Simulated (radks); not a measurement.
Values are calculated unless marked as measured or tabulated.
The ruthenium ion Ru2+, configuration [Kr] 4d6.

Code: a radial shooting solver on a logarithmic mesh with Libxc functionals. Model: scalar-relativistic Kohn-Sham, PBE, spin-polarised, spherical densities, point nucleus; open shells are filled with parallel spins first (spin-orbit coupling, left out, can overturn this in heavy ions); hard spherical wall at 7 bohr.

Energy parts (eV):
| part | energy |
|---|---|
| total | -123265.522 |
| kinetic | 127471.250 |
| electron-nucleus | -296526.702 |
| Hartree | 49407.410 |
| exchange-correlation | -3617.480 |

Orbitals (lengths in bohr, moments of r in powers of bohr; <r^-3> diverges for s and p1/2):
orbital  occ.  eigenvalue (eV)   <r^-3>
1s up       1        -21957.65        -
1s down     1        -21957.66        -
2s up       1        -3174.514        -
2s down     1        -3173.934        -
2p up       3        -2845.127     3000
2p down     3        -2844.693     3000
3s up       1        -575.6424        -
3s down     1        -575.3517        -
3p up       3        -467.4409    514.9
3p down     3        -467.1086    514.6
3d up       5        -293.4318    69.37
3d down     5        -292.9055    69.34
4s up       1         -97.5462        -
4s down     1         -94.7999        -
4p up       3         -67.5400    78.76
4p down     3         -64.6029    80.05
4d up       5         -25.2926    6.128
4d down     1         -22.3294    6.048
4f up       0          -2.2522  0.04626
4f down     0          -1.3353  0.03767
5s up       0         -19.6458        -
5s down     0         -18.0328        -
5p up       0         -13.7554    9.024
5p down     0         -12.5231    8.079

The highest occupied level is 4d down at -22.329 eV. The pressure on the wall is 0.00822 GPa. Summed over all electrons, <r^2> = 30.91 bohr^2, which gives a Langevin (diamagnetic) susceptibility term of -24.5 x 10^-6 cm^3/mol. Spin moment in Bohr magnetons: 4.
